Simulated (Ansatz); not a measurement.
Cu₃H₃. Total charge 0; singlet. Geometry PBE-D4/def2-SVP; atoms count from 1.

```xyz
6

Cu   -1.391    0.751    1.043
Cu   -1.503   -0.307   -1.111
Cu    0.536   -0.082    0.012
H     0.232    0.674    1.426
H     2.042   -0.313    0.047
H     0.084   -0.722   -1.418
```

The restricted singlet is unstable towards broken spin symmetry in Hartree–Fock (as tested in another run); at PBE0-D4/def2-TZVP this wasn't settled. No other spin state of charge 0 was run. Another isomer (singlet) lies 1.64 eV lower at PBE0-D4/def2-TZVP; other spin states weren't run for this one.

(1) Estimate the Mulliken populations from the PBE0/def2-TZVP orbitals of Ansatz.

(2) And the Mayer bond orders between bonded heavy atoms (over 0.3)?

Answers

(1) 
| atom | charge (e) | d electrons |
| --- | --- | --- |
| Cu1 | -0.01 | 9.90 |
| Cu2 | -0.01 | 9.90 |
| Cu3 | -0.22 | 9.63 |
| H4 | 0.08 | – |
| H5 | 0.09 | – |
| H6 | 0.08 | – |
Mulliken values and Mayer orders depend strongly on the basis.

(2) Cu1–Cu2 0.42 (2.40 Å); Cu1–Cu3 0.42 (2.34 Å); Cu2–Cu3 0.42 (2.34 Å).
